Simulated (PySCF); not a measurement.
C2H4F2Si, SMILES FC(=C)[SiH2]F. Atoms are numbered in the order given.

```xyz
9

C     -1.3904     1.2054     0.0000
C     -0.0990     0.8658     0.0000
F      0.8647     1.8264     0.0000
Si     0.5981    -0.8797     0.0000
F     -0.6855    -1.8856     0.0000
H     -2.1486     0.4205     0.0000
H     -1.7097     2.2511     0.0000
H      1.4046    -1.1243    -1.2187
H      1.4046    -1.1243     1.2187
```

The structure is a stationary point at TPSSh-D3(BJ)/def2-SVP. This is a generated structure with no PubChem entry under its InChIKey; it may be hypothetical. One conformer was computed; it need not be the lowest.

These are TPSSh-D3(BJ)/def2-SVP (PySCF) values and carry that method's errors.

Frequencies are harmonic and unscaled.

| mode | ν (cm⁻¹) | IR (km/mol) | Raman (Å⁴/amu) | depolarisation | moving atoms (share of kinetic energy) |
|---|---|---|---|---|---|
| 1 | 77 | 4.0 | 1.2 | 0.75 | F 51 %, Si 20 %, H 18 %, C 12 % |
| 2 | 138 | 4.9 | 0.3 | 0.65 | F 48 %, C 33 %, H 13 % |
| 3 | 309 | 0.9 | 2.4 | 0.67 | F 69 %, C 16 %, Si 12 % |
| 4 | 325 | 0.3 | 7.6 | 0.75 | C 51 %, H 44 % |
| 5 | 388 | 21.8 | 2.2 | 0.57 | Si 32 %, H 26 %, F 23 %, C 18 % |
| 6 | 651 | 9.2 | 7.0 | 0.16 | C 43 %, Si 22 %, H 22 %, F 13 % |
| 7 | 681 | 93.7 | 0.4 | 0.75 | H 60 %, C 20 %, Si 18 % |
| 8 | 716 | 2.9 | 18.1 | 0.75 | H 87 % |
| 9 | 768 | 0.8 | 0.7 | 0.75 | H 91 % |
| 10 | 858 | 24.8 | 7.2 | 0.67 | F 48 %, H 36 %, Si 16 % |
| 11 | 906 | 45.5 | 1.1 | 0.75 | H 73 %, C 27 % |
| 12 | 930 | 279.3 | 12.1 | 0.52 | H 62 %, Si 25 %, F 12 % |
| 13 | 939 | 49.2 | 4.1 | 0.60 | H 43 %, F 30 %, C 27 % |
| 14 | 985 | 145.1 | 17.1 | 0.74 | H 87 %, Si 10 % |
| 15 | 1228 | 72.1 | 0.5 | 0.43 | C 70 %, H 15 %, F 13 % |
| 16 | 1384 | 6.3 | 19.0 | 0.51 | H 85 %, C 14 % |
| 17 | 1695 | 31.4 | 28.0 | 0.16 | C 90 %, H 10 % |
| 18 | 2293 | 95.9 | 222.4 | 0.07 | H 98 % |
| 19 | 2297 | 133.8 | 87.2 | 0.75 | H 96 % |
| 20 | 3158 | 0.8 | 123.7 | 0.14 | H 94 % |
| 21 | 3266 | 0.1 | 70.5 | 0.74 | H 89 %, C 11 % |
